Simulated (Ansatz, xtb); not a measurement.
**Isomers of CH8ClFSi3 in order of energy**

3 gas-phase structures of CH8ClFSi3, from a drawn sample of its isomers (lower ones may exist). Each was relaxed with GFN2-xTB; where two conformers were screened, the lower at r2SCAN-D4/def2-SVP is listed:

A. `C[Si@@H](F)[SiH2][SiH2]Cl`, a singlet
B. `F[SiH2]C([SiH3])([SiH3])Cl`, a singlet
C. `F[Si@@H](Cl)[SiH2]C[SiH3]`, a singlet

Task: Estimate their order in r2SCAN-D4/def2-SVP energy at these geometries, lowest first.

Result: Calculated order at r2SCAN-D4/def2-SVP: A (0.0), C (5.1), B (161.2) kJ/mol.

Energies above the lowest of each column, in kJ/mol; the last columns are at PBE-D3(BJ)/def2-SVP geometries:

| structure | GFN2-xTB | HF/STO-3G | r2SCAN-D4/def2-SVP | PBE-D3(BJ)/def2-SVP | CCSD(T)/def2-SVP + ΔMP2/def2-TZVPP |
| --- | --- | --- | --- | --- | --- |
| A | 14.8 | 0.0 | 0.0 | 0.0 | 2.3 |
| C | 0.0 | 22.5 | 5.1 | 14.4 | 0.0 |
| B | 97.5 | 211.2 | 161.2 | 178.7 | 155.3 |

CCSD(T)/def2-SVP + ΔMP2/def2-TZVPP has A and C within 1 kcal/mol of each other at the bottom, and every level picks one of them. CCSD(T)/def2-SVP + ΔMP2/def2-TZVPP orders those it was run on as C (0.0), A (2.3), B (155.3) kJ/mol. Less than 1 kcal/mol parts C and A, so the order within that pair means little. Flexible structures stand in one conformer each, not always the lowest. ΔMP2 is the change of the MP2 energy from the smaller to the larger basis.

Programs: Ansatz 0.2.0, xtb 6.7.1.
